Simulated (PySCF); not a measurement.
C2H7NSi, SMILES C1[SiH2]CN1.

Coordinates come from a PBE-D3(BJ)/def2-SVP optimisation.

All values below come from PBE/def2-TZVP run with PySCF.

```yaml
total_energy: -424.35364 hartree
point_group: Cs
highest_occupied_level: -5.12 eV
lowest_empty_level: -0.64 eV
orbital_gap: 4.48 eV
dipole_moment: 1.00 D
quadrupole, principal values (traceless, Buckingham form, about the centre of nuclear charge): -3.86, 1.46, 2.40 D·Å
mean_static_polarisability: 60.4 bohr³ (8.95 Å³)
polarisability_principal_values: 53.9, 59.9, 67.4 bohr³
```
